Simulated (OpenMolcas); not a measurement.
## d8 ions of charge +2 down a group with 6 fluoride ligands in octahedral coordination

```
Program             : OpenMolcas
Method              : SS-CASPT2, IPEA 0.25 Eh, imaginary shift 0.1 Eh
Spin-orbit coupling : RASSI with atomic mean-field integrals over the reference wave functions
```

The d shell is active; CASPT2 correlates the ligand valence shells and the outer metal core. Anionic complexes are neutralised by point charges behind the ligands. Distances were set from a Shannon-type radius of the metal (high-spin where two are listed) plus a fixed donor radius (F 1.31 Å). Ligand basis ANO-RCC-VDZP, DKH2 Hamiltonian. States (labels of O, the rotations of Oh). Energies in cm-1 above the lowest state or level, χT in cm3 K/mol; 10Dq and B are least-squares fits to the states below 45000 cm-1, weighted by degeneracy, with a free offset, and given where the rms deviation is under 5 % of |10Dq| (or 100 cm-1) and under 700 cm-1. Spin-only χT is S(S+1) / 2 for the spin of the ground state.

```json
{"Ion": "Ni2+", "Shell": "3d8", "R (Å)": "2", "Metal basis": "ANO-RCC-VDZP", "Outer charge (e at Å behind ligand)": "0.67 at 2.4", "Ground state": "3A2", "First state of that spin": "3T2 7550", "10Dq": "", "B (rms of fit)": "", "First gap with spin-orbit (degeneracies)": "7230 (3, 2)", "χT at 300 K": "1.411", "First state of another spin": "1E 14790", "Spin-only χT": "1.000"}
{"Ion": "Pd2+", "Shell": "4d8", "R (Å)": "2.17", "Metal basis": "ANO-RCC-VTZP", "Outer charge (e at Å behind ligand)": "0.67 at 2.8", "Ground state": "3A2", "First state of that spin": "3T2 11440", "10Dq": "", "B (rms of fit)": "", "First gap with spin-orbit (degeneracies)": "8690 (3, 2)", "χT at 300 K": "1.490", "First state of another spin": "1E 9580", "Spin-only χT": "1.000"}
{"Ion": "Pt2+", "Shell": "5d8", "R (Å)": "2.11", "Metal basis": "ANO-RCC-VTZP", "Outer charge (e at Å behind ligand)": "0.67 at 2.4", "Ground state": "3A2", "First state of that spin": "3T2 17170", "10Dq": "17157", "B (rms of fit)": "554 (343)", "First gap with spin-orbit (degeneracies)": "7210 (3, 2)", "χT at 300 K": "1.735", "First state of another spin": "1E 8380", "Spin-only χT": "1.000"}
```

The rows also differ in their metal basis and outer charges, so part of each step comes from that.

Every ion keeps the highest spin of its shell. χT departs most from the spin-only value for Pt2+, by +0.735 cm3 K/mol.

Roots that are degenerate in the reference are averaged as groups; the widest CASPT2 spread within a group is 270 cm-1 (the 3-fold group of multiplicity 3 near 17100 cm-1 above the lowest state of its run, Pd2+). Shifts and gaps below about the spread of the groups concerned are not significant. Over all roots computed the reference weight is 0.70 to 0.71 in Ni2+, 0.69 in Pd2+, 0.69 in Pt2+; a low but even weight reflects the number of correlated electrons. Ligand-to-metal charge-transfer states are missing. A single d shell leaves out the double-shell effect, which counts most for late 3d ions, where the CASPT2 field can be off either way by tens of per cent (holds for Ni2+). These CASPT2 states fit no ligand-field parameters well, so their order and spin gaps are uncertain (holds for Ni2+). For late 3d ions with one d shell CASPT2 can put B and the spin-flip bands somewhat low as well as high (holds for Ni2+). With one d shell and no ligand orbital active, 10Dq can be off by tens of per cent for divalent 3d ions, low with halides held by bare charges and at times high in hosts, and the orbital part of g and χT goes as 1/10Dq (holds for Ni2+). Free-ion shares, where given, are those of the reference states; single-state CASPT2 does not remix them (holds for Ni2+; Pd2+). Real 4d8 and 5d8 ions are as a rule square planar and diamagnetic (holds for Pd2+; Pt2+). With no ligand orbital active B as a rule stays too high, so bands that hang on it stand too high and its fall with covalency is understated (holds for Pd2+; Pt2+). With one d shell and no ligand orbital active, 10Dq can be off by a tenth or more (holds for Pd2+; Pt2+). No measured value stands beside these numbers; the geometry is a model, was not optimised and need not be the one that this ion takes.
